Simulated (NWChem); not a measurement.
## Correlation energy of bicarbonate (CHO₃ (-1))

```xyz
5

O      0.6016     1.1439     0.0000
C     -0.0410    -0.1708     0.0000
O     -1.2993    -0.1009     0.0000
O      0.7534    -1.1276     0.0000
H     -0.2000     1.7028     0.0000
```
Charge -1, spin multiplicity 1.

The numbers come from NWChem runs, not from measurements. The geometry was optimised at PBE/def2-SVP, a minimum by its harmonic frequencies. It is one conformer; others weren't searched.

Basis set: aug-cc-pVDZ. Each correlation energy counts from its own Hartree-Fock reference.

The correlated methods keep 4 core orbitals frozen. The anion's geometry comes from a basis without diffuse functions. No row is a measurement; the coupled-cluster row has its own basis-set and correlation limits.

Order these methods by the correlation energy they give, lowest first: MP2, SCS-MP2, CCSD, CR-CCSD[T], CR-CCSD(T).

CR-CCSD[T] (-762.8 mHa), CR-CCSD(T) (-760.8 mHa), CCSD (-740.2 mHa), MP2 (-739.0 mHa), SCS-MP2 (-708.1 mHa)
